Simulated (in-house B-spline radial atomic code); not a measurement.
Whole-atom quantities along the 9-electron series, configuration [He] 2s2 2p5. Breit and QED terms are first order and not part of the total energy; the density at the nucleus is averaged over the nuclear charge. Computed with a radial B-spline atomic code at the basis-set limit: Dirac-Hartree-Fock, average of the configuration, finite nuclei.

```tsv
ion	Z	E/Z² (Eh)	Σ<r²> (bohr²)	n(0)/Z³ (bohr⁻³)	Lamb diamagnetic shielding (ppm)	repulsion over attraction	Breit energy (eV)	self-energy (eV)	vacuum polarisation (eV)	Dirac less non-relativistic energy (Eh)
F	9	-1.2284	10.227	0.63456	471.5	0.16681	0.30979	0.20918	-0.010688	-0.092264
Ne+	10	-1.2796	6.7501	0.64636	538.88	0.15603	0.44855	0.30739	-0.016397	-0.14556
Mg3+	12	?	?	?	?	?	?	?	?	?
Al4+	13	-1.397	2.879	0.68066	740.74	0.12793	1.1119	0.79503	-0.047461	-0.45164
Si5+	14	-1.4272	2.3232	0.69177	808.13	0.12032	1.4312	1.0373	-0.064025	-0.62091
P6+	15	-1.454	1.9158	0.70288	875.62	0.11347	1.8075	1.3276	-0.084578	-0.83447
S7+	16	-1.4781	1.6077	0.71406	943.23	0.1073	2.2456	1.6708	-0.10971	-1.0996
Cl8+	17	-1.4998	1.3687	0.72525	1010.97	0.10173	2.7503	2.0721	-0.14006	-1.4241
Ar9+	18	?	?	?	?	?	?	?	?	?
K10+	19	?	?	?	?	?	?	?	?	?
Ca11+	20	-1.5538	0.90253	0.76107	1215.12	0.087882	4.7125	3.6772	-0.26941	-2.8411
Sc12+	21	-1.5689	0.79926	0.77348	1283.51	0.084035	5.532	4.3642	-0.32784	-3.4933
```

Task: Fill in the row of Mg3+.

Result: E/Z² (Eh): -1.3629; Σ<r²> (bohr²): 3.6675; n(0)/Z³ (bohr⁻³): 0.66935; Lamb diamagnetic shielding (ppm): 673.42; repulsion over attraction: 0.1364; Breit energy (eV): 0.84486; self-energy (eV): 0.59576; vacuum polarisation (eV): -0.034334; Dirac less non-relativistic energy (Eh): -0.31997.

Task: Fill in the row of Ar9+.

Result: E/Z² (Eh): -1.5194; Σ<r²> (bohr²): 1.1796; n(0)/Z³ (bohr⁻³): 0.73679; Lamb diamagnetic shielding (ppm): 1078.86; repulsion over attraction: 0.096678; Breit energy (eV): 3.3265; self-energy (eV): 2.5366; vacuum polarisation (eV): -0.17631; Dirac less non-relativistic energy (Eh): -1.8164.

Task: Fill in the row of K10+.

Result: E/Z² (Eh): -1.5374; Σ<r²> (bohr²): 1.0272; n(0)/Z³ (bohr⁻³): 0.74886; Lamb diamagnetic shielding (ppm): 1146.9; repulsion over attraction: 0.09208; Breit energy (eV): 3.9789; self-energy (eV): 3.0699; vacuum polarisation (eV): -0.21917; Dirac less non-relativistic energy (Eh): -2.2855.

Task: With what power of Z does the column «Breit energy (eV)» change over this range?

Result: A fit of the logarithm of its size against log Z from Z = 9 to 21 has slope 3.40.
